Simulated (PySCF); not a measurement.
A structure optimised at PBE0-D3(BJ)/def2-TZVPD, used in a PySCF frequency run:

```xyz
3

Na     0.0000     0.0000    -0.9200
O      0.0000     0.0000     1.0187
H      0.0000     0.0000     1.9705
```

Q: Write its SMILES, formula and point group.

A: [OH][Na], HNaO, C∞v

Q: What are its rotational constants (standard atomic weights)?

A: 12.708 GHz (linear rotor, B only)
